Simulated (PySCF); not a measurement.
B(F)(OMe)(SMe) (C₂H₆BFOS), SMILES COB(F)SC.

The structure is a stationary point at PBE-D3(BJ)/def2-SVP. One conformer was computed; it need not be the lowest.

Computed with PySCF with PBE-D3(BJ)/def2-SVP.

Frequencies are harmonic and unscaled.

| mode | ν (cm⁻¹) | IR (km/mol) | moving atoms (share of kinetic energy) |
|---|---|---|---|
| 1 | 53 | 0.0 | H 97 % |
| 2 | 66 | 0.0 | H 93 % |
| 3 | 111 | 2.7 | O 28 %, C 20 %, F 19 %, H 18 %, S 13 % |
| 4 | 129 | 1.5 | O 28 %, H 22 %, C 20 %, S 19 % |
| 5 | 149 | 1.7 | C 56 %, H 26 %, O 9 % |
| 6 | 246 | 7.1 | F 31 %, C 31 %, H 19 %, O 11 % |
| 7 | 343 | 2.9 | F 45 %, C 16 %, S 14 %, O 10 %, B 9 % |
| 8 | 416 | 0.9 | S 51 %, O 18 %, C 15 %, F 9 % |
| 9 | 558 | 19.0 | B 83 %, O 8 % |
| 10 | 674 | 13.3 | O 34 %, F 29 %, C 11 %, S 10 % |
| 11 | 711 | 4.4 | C 49 %, S 32 %, H 9 % |
| 12 | 931 | 5.6 | H 84 %, C 15 % |
| 13 | 946 | 7.1 | H 78 %, C 18 % |
| 14 | 1024 | 2.1 | C 39 %, O 28 %, B 23 % |
| 15 | 1140 | 0.3 | H 77 %, C 19 % |
| 16 | 1144 | 51.0 | H 69 %, C 19 % |
| 17 | 1211 | 483.9 | B 59 %, F 18 %, O 14 % |
| 18 | 1285 | 3.6 | H 82 %, C 13 % |
| 19 | 1356 | 243.7 | H 44 %, B 29 %, C 12 %, O 12 % |
| 20 | 1393 | 7.7 | H 96 % |
| 21 | 1399 | 13.9 | H 96 % |
| 22 | 1423 | 1.3 | H 96 % |
| 23 | 1424 | 4.7 | H 97 % |
| 24 | 1467 | 152.4 | H 47 %, B 31 %, O 18 % |
| 25 | 2962 | 60.5 | H 98 % |
| 26 | 2994 | 16.9 | H 98 % |
| 27 | 3053 | 19.8 | H 90 %, C 10 % |
| 28 | 3064 | 12.6 | H 90 %, C 10 % |
| 29 | 3105 | 3.1 | H 90 %, C 10 % |
| 30 | 3109 | 2.8 | H 90 %, C 10 % |
